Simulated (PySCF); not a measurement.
Molecule: 4-amino-1-fluorobenzene, C6H6FN.

Atom-mapped SMILES (the numbers label the heavy atoms): `[NH2:1][c:2]1[cH:3][cH:4][c:5]([F:6])[cH:7][cH:8]1` (H(Xn): hydrogen on atom n).

Geometry PBE0-D3(BJ)/def2-SVP throughout; GIAO in PySCF, gas phase, one conformer, non-relativistic; equivalent atoms averaged; basis pcSseg-1.

For orientation, PBE0 gives these shifts δ (against NH3, TMS, CFCl3 at the same level): N1 73.1, C5 162.0, C2 147.4, C4/C7 121.5, C3/C8 117.3, F6 -130.4, H(C4)/H(C7) 6.92, H(C3)/H(C8) 6.49, H(N1) 2.93 ppm.

A run gave: N1 75.0, C5 153.9, C2 137.4, C4/C7 110.9, C3/C8 107.4, F6 -153.5, H(C4)/H(C7) 6.57, H(C3)/H(C8) 6.19, H(N1) 2.81 ppm (shifts δ (against NH3, TMS, CFCl3 at the same level)).

Task: Which functional was used in that run?
A. KT2
B. BP86
C. wB97X-D
D. LDA
E. BHandHLYP

Result: A. C5 tells them apart best: KT2 gives 153.9, BP86 gives 161.8, LDA gives 167.3, wB97X-D gives 163.3, BHandHLYP gives 163.5 ppm.
